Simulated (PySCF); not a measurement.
## How methods differ on the interval between two levels of Xe³⁺

Xe³⁺ [Kr] 4d10 5s2 5p3 [4S3/2, M_J = 3/2] → Xe³⁺ [Kr] 4d10 5s1 5p4 [4P5/2, M_J = 5/2], as a difference of total energies. All numbers are calculated (PySCF 2.14, the two-component X2C-1e Hamiltonian, in x2c-TZVPall-2c with one added diffuse shell each of s, p, d, f type (9s10p6d3f, 90 functions)). Correlated levels: [Ar] 3d10 frozen; the 6 highest virtual spinors dropped. "Screened" scales the spin-orbit matrix elements by Boettger's factors to mimic the two-electron term; Breit and QED terms are absent.

| method | interval between two levels (cm⁻¹) |
| --- | --- |
| GHF (spin-free) | 105390 |
| GMP2 (spin-free) | 107330 |
| GHF (screened spin-orbit) | 102370 |
| GMP2 (screened spin-orbit) | 104190 |

The labels give the starting determinants; with spin-orbit coupling the two ends relaxed to ⟨J²⟩ = 3.76, ⟨L²⟩ = 0.21, ⟨S²⟩ = 3.53 and ⟨J²⟩ = 8.76, ⟨L²⟩ = 2.12, ⟨S²⟩ = 3.71.
